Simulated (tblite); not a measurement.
Compound: C3H7BFO2 (charge -1).
Bonds: F1–B2, B2–O3, O3–C4, C4–C5, C5–C6, C6–O7, B2–O7. Hydrogens: H8 on B2; H9, H10 on C4; H11, H12 on C5; H13, H14 on C6.

Computed with GFN2-xTB (tblite), gas phase: L-BFGS steps from a force-field or distance-geometry start until the largest atomic force falls under 0.01 eV/Å.

Step 1: E = -664.2121 eV
```
atom  x, y, z in Å  |  force x, y, z in eV/Å
F1      1.8047   -0.0710    1.6842   -0.468   0.051  -0.002
B2      1.6295    0.1541    0.2494    0.774  -0.153   0.048
O3      1.1216   -1.0501   -0.4009    0.134  -0.069  -0.105
C4     -0.2147   -1.3071   -0.2761   -0.272  -0.320   0.082
C5     -1.1525   -0.1108   -0.0816   -0.317   0.014  -0.049
C6     -0.5004    1.2729   -0.0859   -0.239   0.256   0.092
O7      0.8613    1.3509   -0.0397    0.381   0.146   0.079
H8      2.7264    0.3280   -0.1763    0.461   0.111  -0.170
H9     -0.4065   -2.0087    0.5627    0.114  -0.110   0.063
H10    -0.5533   -1.8161   -1.1921    0.135  -0.282  -0.184
H11    -1.6849   -0.2262    0.8516   -0.208  -0.123   0.328
H12    -1.8785   -0.1312   -0.8890   -0.347   0.002  -0.084
H13    -0.9160    1.8324    0.7743   -0.138   0.196   0.049
H14    -0.8373    1.7826   -1.0027   -0.011   0.280  -0.148
```

Step 2: E = -664.2453 eV
```
atom  x, y, z in Å  |  force x, y, z in eV/Å
F1      1.7963   -0.0701    1.6842   -0.381   0.036  -0.016
B2      1.6444    0.1514    0.2501    0.352  -0.105   0.033
O3      1.1234   -1.0514   -0.4027    0.023  -0.081  -0.077
C4     -0.2182   -1.3152   -0.2749   -0.142   0.044  -0.020
C5     -1.1619   -0.1112   -0.0822    0.000   0.026   0.057
C6     -0.5041    1.2802   -0.0841    0.027  -0.034  -0.004
O7      0.8680    1.3535   -0.0383    0.093   0.091   0.065
H8      2.7342    0.3299   -0.1792    0.512   0.087  -0.151
H9     -0.4044   -2.0102    0.5634    0.089  -0.170   0.122
H10    -0.5509   -1.8208   -1.1950    0.121  -0.273  -0.133
H11    -1.6879   -0.2283    0.8566   -0.196  -0.103   0.241
H12    -1.8838   -0.1311   -0.8897   -0.388   0.001  -0.113
H13    -0.9184    1.8354    0.7747   -0.126   0.225   0.081
H14    -0.8375    1.7873   -1.0051    0.015   0.256  -0.085
```

**Question.** Estimate the geometry and energy of step 3. (The exact step hangs on the optimiser's Hessian estimate; all steps are aligned on step 2, rigid shifts and turns removed.)

**Answer.** E = -664.2790 eV, largest force 0.397 eV/Å
```
atom  x, y, z in Å  |  force x, y, z in eV/Å
F1      1.7783   -0.0683    1.6837   -0.225   0.010  -0.057
B2      1.6674    0.1462    0.2516   -0.147  -0.007  -0.047
O3      1.1247   -1.0548   -0.4063   -0.036  -0.009  -0.036
C4     -0.2232   -1.3224   -0.2749   -0.001   0.255  -0.066
C5     -1.1733   -0.1115   -0.0805    0.161   0.026   0.032
C6     -0.5053    1.2880   -0.0829    0.143  -0.217  -0.038
O7      0.8756    1.3581   -0.0353   -0.112  -0.036   0.036
H8      2.7553    0.3340   -0.1859    0.394   0.019  -0.044
H9     -0.4002   -2.0158    0.5672    0.062  -0.130   0.068
H10    -0.5453   -1.8322   -1.2009    0.095  -0.187   0.005
H11    -1.6954   -0.2328    0.8667   -0.111  -0.051   0.042
H12    -1.8985   -0.1309   -0.8927   -0.249   0.011   0.052
H13    -0.9238    1.8440    0.7770   -0.046   0.165  -0.001
H14    -0.8370    1.7981   -1.0090    0.072   0.151   0.053
```

The energy changes by -0.0337 eV. The first-order estimate −F·Δx gives -0.0526 eV and the mean of the old and new forces, exact on a quadratic surface, -0.0338 eV. The step makes an angle of 23° with the force vector and moves no atom by more than 0.024 Å.

What follows is the cost of the whole relaxation. Time: 0.58 s of wall time. Hardware: an Intel Xeon at 2.70 GHz with one thread, no GPU, shared host with 64 logical CPUs at a one-minute load of 53.
